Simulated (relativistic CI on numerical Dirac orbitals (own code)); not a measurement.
# Sensitivity of the levels of Os³⁶⁺ to α and to the nuclear radius

Method of calculation: Dirac-Coulomb-Breit CI, separate exchange-only KLI orbitals for each configuration, derivatives by finite differences, unscaled Slater integrals, QED left out (own radial code, finite nucleus).

CI space (outside the closed core [Ar] 3d10 4s2): 4p6 4d4, 4p6 4d3 4f, 4p5 4d5, 4p6 4d2 4f2, 4p6 4d2 5s2. Levels of other configurations are missing.

With x = (α/α₀)² − 1 an excitation energy changes as ω = ω₀ + qx; K = 2q/ω₀ is the relative enhancement. Terms are leading LS components, so labels can repeat. The field-shift factor is F = δν/δ⟨r²⟩ for the transition from the lowest level.

Lowest level 4p6 4d4 3P_0.

| Level | ω₀ (cm⁻¹) | q (cm⁻¹) | K | F (GHz/fm²) |
| --- | --- | --- | --- | --- |
| 4p6 4d4 5D_1 | 136605 | 169100 | 2.48 | 4.92 |
| 4p6 4d4 3F_4 | 182689 | 168100 | 1.84 | 5.25 |
| 4p6 4d4 5D_2 | 184175 | 184900 | 2.01 | 5.65 |
| 4p6 4d4 3F_3 | 197631 | 179800 | 1.82 | 5.64 |
| 4p6 4d4 5D_0 | 304598 | 334400 | 2.2 | 10 |
| 4p6 4d4 5D_2 | 310918 | 320600 | 2.06 | 9.73 |
| 4p6 4d4 3H_4 | 317349 | 337600 | 2.13 | 10.2 |
| 4p6 4d4 5D_3 | 322415 | 334600 | 2.08 | 10.1 |
| 4p6 4d4 3H_5 | 340584 | 333300 | 1.96 | 10.2 |
| 4p6 4d4 3P_1 | 349714 | 341300 | 1.95 | 10.5 |
| 4p6 4d4 1I_6 | 353499 | 333900 | 1.89 | 10.3 |
| 4p6 4d4 3F_3 | 366312 | 330200 | 1.8 | 10.4 |
| 4p6 4d4 3G_4 | 368392 | 337100 | 1.83 | 10.6 |

At this charge energies of transitions that change n are usually good to better than 1 %, and those within a shell (Δn = 0) to a few per cent. Terms inside the open d or f shell come out 10 to 20 % too wide with unscaled integrals.
